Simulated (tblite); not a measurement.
OSn, triplet, geometry from GFN2-xTB (such geometries of metal compounds can be far from the true shape) (the spin is typed, not shown lowest); GFN1-xTB run with tblite.

Input for tblite:
```
$ tblite run mol.xyz --method gfn1 --charge 0 --spin 2 --guess eeq --json tblite.json --no-restart

# file mol.xyz
2

Sn    -0.00000000    -0.00000000    -0.26410726
O      0.00000000     0.00000000     1.65067036
```

Q: What does tblite print? Leave out banner, timings and long lists.

A: 
```
xTB calculator
 | screened Coulomb repulsion
 | Coulomb electrostatics
 |  * isotropic Klopman-Ohno-Mataga-Nishimoto electrostatics
 |  * onsite third-order electrostatics
 | DFT-D3(BJ) dispersion correction

halogen bonding energy    0.0000000000000E+00 Eh
repulsion energy          4.3887321259555E-03 Eh
dispersion energy        -2.4362899508938E-04 Eh
number of electrons       1.0000000000000E+01 e
integral cutoff           2.8182813135037E+01 bohr

------------------------------------------------------------
  cycle        total energy    energy error   density error
------------------------------------------------------------
      1     -6.950189019844  -6.9543341E+00   2.6778026E-01
      2     -6.982150003686  -3.1960984E-02   2.0915554E-01
      3     -6.983119027244  -9.6902356E-04   1.3107972E-01
      4     -6.983130819229  -1.1791985E-05   6.8680397E-03
      5     -6.983152595162  -2.1775933E-05   7.8860022E-04
      6     -6.983152539021   5.6141433E-08   5.0339720E-04
      7     -6.983152660237  -1.2121581E-07   3.9584313E-06
------------------------------------------------------------

electronic energy        -6.9872977633674E+00 Eh
total energy             -6.9831526602366E+00 Eh

Post processing:
 | Mayer-Wiberg bond orders

[Info] JSON dump of results written to 'tblite.json'
```
